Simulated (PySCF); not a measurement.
SMILES Cc1cccc(O[SiH3])c1, GFN2-xTB optimised geometry.

```
19

C     -2.78    -1.89     0.01
C     -2.02    -0.60     0.00
C     -2.69     0.61     0.00
C     -1.98     1.80     0.00
C     -0.60     1.80     0.00
C      0.08     0.59     0.00
O      1.43     0.52     0.00
Si     2.63     1.62     0.05
C     -0.63    -0.60     0.00
H     -2.12    -2.74    -0.11
H     -3.53    -1.90    -0.79
H     -3.31    -2.00     0.96
H     -3.77     0.63     0.00
H     -2.51     2.74     0.00
H     -0.04     2.72     0.00
H      3.77     0.72     0.02
H      2.57     2.51    -1.11
H      2.55     2.42     1.27
H     -0.08    -1.53     0.00
```

Density from PySCF with B3LYP/def2-SVP at that geometry.

Minimum of the electron density along straight lines between bonded atoms, close to the bond critical point (lines longer than 1.1 times the sum of covalent radii, or with two minima, are not listed):

| bond | length / Å | ρ at the minimum / e bohr⁻³ | ∇²ρ there / e bohr⁻⁵ | position (fraction from the first atom) |
|---|---|---|---|---|
| C1–C2 | 1.499 | ? | -0.61 | 0.49 |
| C2–C3 | 1.391 | 0.311 | -0.80 | 0.50 |
| C3–C4 | 1.382 | 0.315 | -0.81 | 0.50 |
| C4–C5 | 1.384 | 0.313 | -0.80 | 0.50 |
| C5–C6 | 1.388 | 0.315 | -0.82 | 0.48 |
| C6–O7 | 1.350 | 0.283 | ? | 0.33 |
| O7–Si8 | 1.624 | 0.126 | 1.09 | 0.59 |
| C2–C9 | 1.385 | 0.313 | -0.80 | 0.50 |
| C6–C9 | 1.392 | 0.314 | -0.83 | 0.52 |
| C1–H10 | 1.087 | 0.278 | -1.03 | 0.63 |
| C1–H11 | 1.089 | 0.276 | -1.01 | 0.63 |
| C1–H12 | 1.090 | 0.275 | -1.00 | 0.63 |
| C4–H14 | 1.080 | 0.284 | -1.08 | 0.63 |
| C5–H15 | 1.079 | 0.282 | -1.05 | 0.62 |
| Si8–H16 | 1.454 | 0.121 | 0.34 | 0.49 |
| Si8–H17 | 1.465 | 0.119 | 0.32 | 0.49 |
| Si8–H18 | 1.465 | 0.119 | 0.33 | 0.49 |
| C9–H19 | 1.080 | 0.283 | -1.07 | 0.63 |

What belongs in the gaps?


- C1–C2, ρ at the minimum / e bohr⁻³: 0.257
- C6–O7, ∇²ρ there / e bohr⁻⁵: -0.15
